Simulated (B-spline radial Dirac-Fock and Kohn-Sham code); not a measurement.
K-shell conversion coefficients of Nb against transition energy

Level of theory: a Dirac-Hartree-Slater potential of the neutral atom with a Latter tail (no hole, which puts coefficients of high multipoles low close above an edge), finite nucleus with surface currents; a radial B-spline solver. Subshells within 1 keV of threshold and pair formation are left out.

| energy (keV) | E2 | E3 | E4 | E5 | M1 | M3 |
| --- | --- | --- | --- | --- | --- | --- |
| 20 | 54.3 | 76.5 | 67.7 | 63.7 | 21.2 | 5890 |
| 24.3 | 56.2 | 331 | 1750 | 9280 | 11.9 | 4660 |
| 30.2 | 38.5 | 334 | 2720 | 22400 | 6.28 | 2410 |
| 39.5 | 19.4 | 192 | 1810 | 17300 | 2.85 | 873 |
| 45.1 | 13.2 | 131 | 1240 | 11900 | 1.93 | 509 |
| 50 | 9.64 | 94.1 | 885 | 8370 | 1.43 | 332 |
| 56.5 | 6.55 | 62.0 | 566 | 5190 | 1.01 | 198 |
| 77.6 | 2.28 | 19.0 | 153 | 1240 | 0.406 | 50.7 |
| 100 | 0.947 | 6.95 | 49.0 | 345 | 0.199 | 17.0 |
| 109 | 0.700 | 4.89 | 32.8 | 220 | 0.157 | 11.7 |
| 121 | 0.484 | 3.18 | 20.1 | 126 | 0.117 | 7.52 |
| 200 | 0.0812 | 0.394 | 1.83 | 8.40 | 0.0305 | 0.930 |
| 285 | 0.0237 | 0.0927 | 0.346 | 1.28 | 0.0123 | 0.229 |
| 302 | 0.0195 | 0.0736 | 0.266 | 0.949 | 0.0106 | 0.184 |
| 408 | 0.00731 | 0.0231 | 0.0704 | 0.211 | 0.00506 | 0.0602 |
| 500 | 0.00392 | 0.0111 | 0.0303 | 0.0817 | 0.00311 | 0.0294 |
| 722 | 0.00141 | 0.00334 | 0.00763 | 0.0171 | 0.00133 | 0.00869 |
| 844 | 0.000952 | 0.00211 | 0.00450 | 0.00943 | 0.000942 | 0.00535 |
| 910 | 0.000794 | 0.00171 | 0.00353 | 0.00716 | 0.000799 | 0.00426 |
| 1000 | 0.000638 | 0.00132 | 0.00263 | 0.00514 | 0.000652 | 0.00323 |
| 1040 | 0.000583 | 0.00119 | 0.00234 | 0.00450 | 0.000599 | 0.00288 |
| 1120 | 0.000495 | 0.000985 | 0.00188 | 0.00351 | 0.000512 | 0.00233 |
| 1490 | 0.000272 | 0.000495 | 0.000858 | 0.00145 | 0.000285 | 0.00107 |
| 2000 | 0.000155 | 0.000260 | 0.000415 | 0.000645 | 0.000160 | 0.000504 |

Question: How fast do they fall between 1120 and 2000 keV?

Answer: As powers of the energy: E2 E^-2.00, E3 E^-2.30, E4 E^-2.60, E5 E^-2.92, M1 E^-2.01, M3 E^-2.64. Within one type (E or M) the higher multipoles fall faster.

Values without a named source are computed, but for edge energies of neutral atoms, which are taken from tables.
